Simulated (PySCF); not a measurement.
A mixed set of molecules. Method used: TDDFT PBE0/def2-SVPD, vertical, gas phase, core orbitals frozen in the response (PySCF 2.14.0, density-fitted response routines). Geometries: GFN2-xTB; one conformer of each isolated species. Triplets are in the Tamm–Dancoff approximation.

Task: Rank by computed HOMO energy, highest first.
A. `CN[SiH2]N1C=NN=C1F`
B. `Cc1ccpc([SiH3])n1`
C. `c1ccc2[nH]ncc2c1`
D. `c1(pcncc1C)[SiH3]`
E. `[SiH3]Pc1cccnc1`
F. `FC1=COC(F)=CO1`
G. `C[C@@]1(C#N)CO[C@H](F)O1`

Result: F (-6.28 eV), C (-6.58 eV), B (-6.73 eV), E (-6.85 eV), D (-6.98 eV), A (-7.56 eV), G (-9.09 eV).

| SMILES | HOMO (eV) | LUMO (eV) | α (au) | S1 (eV) | gap (eV) | S1 mainly |
| --- | --- | --- | --- | --- | --- | --- |
| FC1=COC(F)=CO1 | -6.28 | -0.48 | 51.3 | 4.44 | 5.80 | H→L (99%) |
| c1ccc2[nH]ncc2c1 | -6.58 | -0.91 | 90.9 | 4.87 | 5.67 | H→L (82%) |
| Cc1ccpc([SiH3])n1 | -6.73 | -1.83 | 118.8 | 3.38 | 4.90 | H→L (98%) |
| [SiH3]Pc1cccnc1 | -6.85 | -1.07 | 118.4 | 4.73 | 5.78 | H-1→L (81%) |
| Cc1cncpc1[SiH3] | -6.98 | -1.96 | 115.6 | 3.53 | 5.02 | H→L (99%) |
| CN[SiH2]n1cnnc1F | -7.56 | -0.36 | 84.9 | 5.88 | 7.20 | H→L+1 (61%) |
| C[C@@]1(C#N)CO[C@H](F)O1 | -9.09 | -0.12 | 67.4 | 7.47 | 8.97 | H→L (57%) |

H and L stand for HOMO and LUMO.
